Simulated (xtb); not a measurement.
CHO, SMILES C#[O+], charge +1. All values are semi-empirical tight-binding results from xtb (GFN2-xTB unless named), good for trends rather than for accurate numbers. The structure is a stationary point at GFN2-xTB.

| Item | Value |
|---|---|
| point group as xtb finds it | C∞v |
| orbital gap | 7.21 eV |
| zero-point energy | 10.0 kcal/mol |
| G − E(el) at 298.15 K (modified RRHO) | -2.2 kcal/mol |
| static polarisability (D4 model) | 13.6 bohr³ |
| solvation energy, GFN2-xTB/ALPB(water) | -77.4 kcal/mol |
| solvation energy, GFN2-xTB/ALPB(hexane) | -44.1 kcal/mol |

**Question.** Give the IR lines (harmonic; lines under 4 % of the strongest left out, lines within 3 cm⁻¹ merged). (The exact figures need the calculation; the answer reports its results.)

**Answer.** ν (cm⁻¹): 856 (s), 2286 (vs), 2975 (vs) (against the strongest line: vs over 80 %, s over 45 %, m over 15 %, w over 4 %, vw less)
